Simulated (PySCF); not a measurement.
Dipole polarisabilities along group 6, charge +2

Calculated with PySCF 2.14 for the ground configurations, without spin-orbit coupling: coupled response for Hartree-Fock and DFT. Mean α in bohr³, C₆ of like pairs in atomic units.

```tsv
species	α UHF	α PBE	α PBE0	C₆ UHF	C₆ PBE	C₆ PBE0
Cr²⁺ [Ar] 3d4 (def2-TZVPPD, non-relativistic)	3.243	3.983	3.706	9.337	11.13	10.48
Mo²⁺ [Kr] 4d4 (def2-TZVPPD with the def2 core potential (28 electrons), ECP)	8.494	9.640	9.196	44.55	50.43	48.26
W²⁺ [Xe] 4f14 5d4 (def2-TZVPPD with the def2 core potential (60 electrons), ECP)	11.56	12.93	12.34	68.81	77.31	73.80
```
